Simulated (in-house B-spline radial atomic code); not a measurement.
Removing one electron from Rh³⁵⁺

Closed shell [He] 2s2 2p6. Computed with an all-electron radial atomic-structure program (B-spline basis): Koopmans values of Dirac-Hartree-Fock plus a diagonal self-energy, in second order or with its direct term screened (direct RPA, with the hole-particle interaction, or full time-dependent Hartree-Fock), linearised in energy; no-pair Dirac-Coulomb Hamiltonian, finite nucleus. Shifts add to the Koopmans value (the ΔSCF shift is orbital relaxation alone); the final value takes TDHF screening with Breit and QED.

Command:
```bash
python run_mb.py task.json out
```
Settings (nuclear radius in fm, box in bohr, cutoff in hartree):
```
basis_form          2
Z                   45
core_configuration  [He] 2s2 2p6
rms_radius          4.4945
mass_number         103
speed_of_light      137.036
box_radius          3.224
lmax                7
intervals           58
virtual_cutoff      8100.0
```

Cost of the run: 4.9 s on 1 thread of Arm Neoverse N1, on a shared host.

Energies in eV:

```tsv
subshell	Koopmans	ΔSCF shift	second order	direct RPA	hole-particle	TDHF	Breit + QED	final
2p3/2	5018.87	-3.049	?	?	?	?	?	?
2p1/2	5170.52	-3.402	-1.863	-1.497	-1.706	-1.739	-6.995	5161.78
2s1/2	5411.43	-2.219	-2.954	-2.513	-2.769	-2.805	-7.198	5401.43
```

Task: What does the self-energy do to 2p3/2?

Result: It shifts the removal energy by -1.553 eV in second order, -1.235 with direct RPA, -1.420 with the hole-particle term and -1.447 with TDHF screening (quasi-particle weight 0.999); Breit and QED add -4.859 eV. The final value is 5012.57 eV, against 5018 ± 3 eV (NIST, semi-empirical).
